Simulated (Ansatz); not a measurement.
CH5FN2OSi (`N[Si@@H]1N[C@@]1(O)F`). Charge 0, multiplicity 1. The structure was optimised at the PBE0-D4/def2-TZVP level. It is one conformer, not always the lowest.

```xyz
11

N    -1.846   -0.442   -0.885
Si   -0.169   -0.520   -0.700
N     0.495   -0.671    0.849
C     0.939    0.574    0.295
O     0.598    1.742    0.920
F     2.310    0.588    0.067
H    -2.293   -0.652   -1.761
H    -2.443    0.048   -0.241
H     0.370   -1.256   -1.864
H     0.957   -1.209    1.566
H     1.081    1.798    1.755
```

(1) What is the dipole moment at ωB97M-V/def2-TZVPP? (Estimate.)

(2) And with PBE, r2SCAN, B3LYP? (Estimate.)

(3) Give the Mulliken charges with ωB97M-V, B3LYP, r2SCAN in def2-TZVPP. (Best estimate.)

Answers

(1) Ansatz gave: 2.58 D, with components (-2.14, -1.38, 0.37) D in this frame, pointing from negative to positive charge.

(2) Ansatz gave: PBE 2.48 D, r2SCAN 2.54 D, B3LYP 2.57 D.

(3) Computed: 
| atom | ωB97M-V | B3LYP | r2SCAN |
| --- | --- | --- | --- |
| N1 | -0.37 | -0.41 | -0.46 |
| Si2 | 0.51 | 0.52 | 0.58 |
| N3 | -0.32 | -0.35 | -0.38 |
| C4 | 0.21 | 0.28 | 0.26 |
| O5 | -0.29 | -0.31 | -0.33 |
| F6 | -0.23 | -0.24 | -0.24 |
| H7 | 0.13 | 0.15 | 0.17 |
| H8 | 0.14 | 0.16 | 0.18 |
| H9 | -0.04 | -0.08 | -0.09 |
| H10 | 0.10 | 0.13 | 0.13 |
| H11 | 0.16 | 0.17 | 0.18 |

B3LYP here is the variant with VWN-RPA as its local correlation; programs differ in this.
